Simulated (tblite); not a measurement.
A tight-binding relaxation on `BBCCC(C)(C)C`.

Computed with GFN2-xTB geometry optimisation, gas phase (tblite 0.8.0). Start geometry: from a force field or distance geometry. A driver script takes a list of jobs; this job's settings line and coordinates (Å) are shown.

Command:
```bash
OMP_NUM_THREADS=1 python probes_run.py task.json out
```

Input:
```
{"job": {"kind": "relax", "xc": "GFN2-xTB", "basis": "xTB"}, "charge": 0, "multiplicity": 1}
B      3.211900     0.440700    -0.761100
B      2.039100     0.341500     0.428200
C      1.224100    -0.993300     0.628700
C     -0.229800    -0.743600     0.955600
C     -1.017200    -0.009400    -0.033100
C     -0.461400     1.364200    -0.273100
C     -1.145000    -0.805200    -1.328700
C     -2.463300     0.234100     0.401100
H      3.900100    -0.451200    -1.075700
H      3.577100     1.554000    -0.999500
H      2.179100     1.014200     1.392200
H      1.306300    -1.568800    -0.324100
H      1.700700    -1.577400     1.445300
H     -0.749800    -1.710500     1.215300
H     -0.194400    -0.171100     1.947800
H     -0.029400     1.715500     0.702500
H      0.336600     1.407600    -1.032800
H     -1.276900     2.092200    -0.497000
H     -2.170300    -0.716300    -1.691600
H     -0.382600    -0.501500    -2.066300
H     -0.964500    -1.864400    -1.058700
H     -2.992000     0.563300    -0.529200
H     -2.494100     1.100200     1.096900
H     -2.915900    -0.694900     0.798700
```

Output:
```
step      E/eV     max force
  0    -636.78624    3.766
  1    -637.11761    0.917
  2    -637.20721    0.721
  3    -637.32005    0.748
  4    -637.39693    0.534
  5    -637.44034    0.424
  6    -637.46807    0.370
  7    -637.49891    0.340
  8    -637.52150    0.360
  9    -637.53990    0.269
... (79 lines left out)
 89    -637.91922    0.013
 90    -637.91924    0.012
 91    -637.91927    0.012
 92    -637.91931    0.014
 93    -637.91936    0.014
 94    -637.91940    0.015
 95    -637.91944    0.015
 96    -637.91948    0.014
 97    -637.91952    0.012
 98    -637.91954    0.007
```

«max force» is the largest atomic force in eV/Å.

From which step on does the largest force stay under 0.1 eV/Å, and how much energy is left to gain from there?

From step 53 (0.061 eV/Å), 9.2 meV above the end.

In short: energy lowered by 26.1 kcal/mol over 98 steps; largest atomic force 0.007 eV/Å at the end.

Give the final coordinates.

0.408 Å rms from the input after alignment:
```
atom  x, y, z in Å
B1     3.3414    0.4518   -0.6731
B2     2.1826    0.2786    0.4529
C3     1.2386   -0.9979    0.5520
C4    -0.2100   -0.7383    0.9884
C5    -1.0685    0.0285   -0.0332
C6    -0.4841    1.4149   -0.2989
C7    -1.1636   -0.7417   -1.3529
C8    -2.4780    0.1858    0.5498
H9     4.4133   -0.0104   -0.5392
H10    3.1959    1.0460   -1.6762
H11    2.0699    1.0388    1.3473
H12    1.2353   -1.6130   -0.3492
H13    1.6987   -1.6177    1.3309
H14   -0.6993   -1.6971    1.1872
H15   -0.2022   -0.1744    1.9241
H16   -0.4926    2.0164    0.6073
H17    0.5448    1.3336   -0.6464
H18   -1.0651    1.9320   -1.0602
H19   -1.8895   -0.2695   -2.0119
H20   -0.2050   -0.7565   -1.8647
H21   -1.4809   -1.7676   -1.1776
H22   -3.1114    0.7507   -0.1309
H23   -2.4449    0.7135    1.5008
H24   -2.9370   -0.7867    0.7149
```

How long does this job take on one thread, Arm Neoverse N1 (aarch64), on a shared host?

About 1.3 s.
Labels such as C1 count atoms from 1, the log's own numbers from 0.
